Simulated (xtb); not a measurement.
C53H18N, SMILES c1cc2cc3ccc4cc5ccc6cc7ccc8cc9ccc%10cc%11ccc%12cc1c1c2c2c3c4c3c5c6c4c7c8c5c9c%10c6c%11c%12c1c1c2c3[n+]4c5c61, charge +1. All values are semi-empirical tight-binding results from xtb (GFN2-xTB unless named), good for trends rather than for accurate numbers. Coordinates come from a GFN2-xTB optimisation.

Optimised geometry:

```xyz
72

C     -3.6445     0.7010     0.0025
C     -4.8738     1.4153     0.0043
C     -6.0941     0.6766     0.0053
C     -6.1053    -0.6763     0.0049
C     -4.8898    -1.4214     0.0038
C     -3.6648    -0.7116     0.0023
C     -2.4309     2.8043     0.0016
C     -3.6646     3.5111     0.0031
C     -4.8611     2.8047     0.0048
C     -2.4163     1.3942     0.0013
C     -1.2167     4.9447     0.0010
C     -2.4701     5.6240     0.0012
C     -3.6357     4.9374     0.0026
C     -1.2181     3.5289     0.0010
C     -2.4355    -1.4014     0.0005
C     -4.8664    -2.8146     0.0047
C     -3.6685    -3.5220     0.0035
C     -2.4352    -2.8153     0.0007
N     -1.2137     0.7003    -0.0001
C     -1.2154    -0.6789    -0.0009
C     -0.0057     2.8099     0.0008
C     -0.0206     1.3920    -0.0001
C      1.2131     4.9387     0.0026
C      0.0011     5.6217     0.0015
C      1.2186     3.5173     0.0019
C     -1.2174    -3.5287    -0.0017
C     -3.6363    -4.9483     0.0052
C     -2.4663    -5.6297     0.0027
C     -1.2135    -4.9492    -0.0015
C     -0.0025    -1.3981    -0.0029
C     -0.0009    -2.8192    -0.0038
C      1.2092     0.7019    -0.0011
C      1.2271    -0.7080    -0.0031
C      2.4456     2.8200     0.0025
C      2.4402     1.4118     0.0004
C      3.6395     4.9528     0.0070
C      2.4640     5.6247     0.0052
C      3.6773     3.5276     0.0051
C      1.2224    -3.5260    -0.0063
C      0.0025    -5.6272    -0.0048
C      1.2184    -4.9468    -0.0075
C      2.4510    -1.4142    -0.0048
C      2.4494    -2.8255    -0.0070
C      3.6644     0.7064    -0.0002
C      3.6720    -0.7064    -0.0035
C      4.8729     2.8142     0.0055
C      4.8924     1.4210     0.0024
C      3.6813    -3.5306    -0.0093
C      2.4700    -5.6302    -0.0108
C      3.6452    -4.9559    -0.0118
C      4.8990    -1.4200    -0.0051
C      4.8768    -2.8138    -0.0085
C      6.1104     0.6796     0.0013
C      6.1149    -0.6754    -0.0027
H     -7.0177     1.2349     0.0062
H     -7.0367    -1.2213     0.0058
H     -5.7961     3.3442     0.0061
H     -2.4644     6.7032     0.0009
H     -4.5813     5.4576     0.0035
H     -5.8006    -3.3565     0.0067
H      0.0029     6.7018     0.0015
H     -4.5791    -5.4743     0.0085
H     -2.4586    -6.7093     0.0039
H      4.5780     5.4863     0.0091
H      2.4476     6.7042     0.0059
H      0.0032    -6.7075    -0.0051
H      5.8085     3.3542     0.0080
H      2.4571    -6.7098    -0.0118
H      4.5843    -5.4886    -0.0137
H      5.8128    -3.3538    -0.0103
H      7.0386     1.2311     0.0035
H      7.0461    -1.2218    -0.0038
```
Charge +1, spin multiplicity 1.

```
Property                                         Value
--------------------------------------  --------------
point group as xtb finds it                        C2v
orbital gap                                    1.48 eV
zero-point energy                       324.8 kcal/mol
G − E(el) at 298.15 K (modified RRHO)   290.7 kcal/mol
static polarisability (D4 model)           509.3 bohr³
solvation energy, GFN2-xTB/ALPB(water)  -31.1 kcal/mol
solvation energy, GFN2-xTB/ALPB(thf)    -50.8 kcal/mol
```

Task: Give the IR lines (harmonic; lines under 4 % of the strongest left out, lines within 3 cm⁻¹ merged). (The exact figures need the calculation; the answer reports its results.)

Result: ν (cm⁻¹): 529 (w), 575 (w), 802 (w), 875 (vs), 1006 (m), 1165 (m), 1306 (w), 1320 (m), 1355 (w), 1365 (w), 1373 (m), 1396 (m), 1405 (m), 1413 (w), 1444 (w), 1472 (w), 1490 (w), 1497 (w), 1543 (w), 1557 (w), 1572 (m), 1581 (w), 1602 (s), 3083 (w), 3087 (w), 3097 (s), 3100 (s), 3104 (s) (against the strongest line: vs over 80 %, s over 45 %, m over 15 %, w over 4 %, vw less)

Task: Give the atomic charges and the Wiberg bond orders between heavy atoms. (The exact figures need the calculation; the answer reports its results.)

Result: charges (e) C1 0.00, C2 0.02, C3 -0.03, C4 -0.03, C5 0.02, C6 0.01, C7 0.00, C8 0.02, C9 -0.04, C10 0.05, C11 0.02, C12 -0.03, C13 -0.03, C14 0.01, C15 0.00, C16 -0.03, C17 0.02, C18 0.01, N19 0.04, C20 0.05, C21 0.00, C22 0.05, C23 0.02, C24 -0.03, C25 0.01, C26 0.01, C27 -0.03, C28 -0.03, C29 0.02, C30 0.00, C31 0.00, C32 0.00, C33 0.01, C34 0.01, C35 0.00, C36 -0.03, C37 -0.03, C38 0.02, C39 0.01, C40 -0.03, C41 0.02, C42 0.00, C43 0.01, C44 0.01, C45 0.01, C46 -0.03, C47 0.02, C48 0.02, C49 -0.03, C50 -0.03, C51 0.02, C52 -0.03, C53 -0.03, C54 -0.03, H55 0.06, H56 0.06, H57 0.06, H58 0.06, H59 0.06, H60 0.06, H61 0.06, H62 0.05, H63 0.05, H64 0.05, H65 0.05, H66 0.06, H67 0.06, H68 0.05, H69 0.05, H70 0.06, H71 0.05, H72 0.05. Bond orders C1–C2 1.23, C2–C3 1.20, C3–C4 1.65, C4–C5 1.20, C1–C6 1.24, C5–C6 1.24, C7–C8 1.23, C2–C9 1.37, C8–C9 1.37, C1–C10 1.28, C7–C10 1.28, C11–C12 1.20, C8–C13 1.20, C12–C13 1.65, C7–C14 1.24, C11–C14 1.24, C6–C15 1.25, C5–C16 1.36, C16–C17 1.38, C15–C18 1.26, C17–C18 1.23, C10–N19 1.13, C15–C20 1.24, N19–C20 1.17, C14–C21 1.25, N19–C22 1.17, C21–C22 1.24, C11–C24 1.36, C23–C24 1.38, C21–C25 1.26, C23–C25 1.23, C18–C26 1.25, C17–C27 1.20, C27–C28 1.65, C26–C29 1.23, C28–C29 1.20, C20–C30 1.27, C26–C31 1.27, C30–C31 1.22, C22–C32 1.27, C30–C33 1.25, C32–C33 1.25, C25–C34 1.25, C32–C35 1.22, C34–C35 1.27, C23–C37 1.20, C36–C37 1.65, C34–C38 1.23, C36–C38 1.20, C31–C39 1.26, C29–C40 1.37, C39–C41 1.23, C40–C41 1.37, C33–C42 1.24, C39–C43 1.25, C42–C43 1.26, C35–C44 1.26, C42–C45 1.26, C44–C45 1.25, C38–C46 1.37, C44–C47 1.23, C46–C47 1.37, C43–C48 1.23, C41–C49 1.20, C48–C50 1.20, C49–C50 1.64, C45–C51 1.23, C48–C52 1.37, C51–C52 1.37, C47–C53 1.20, C51–C54 1.20, C53–C54 1.64.
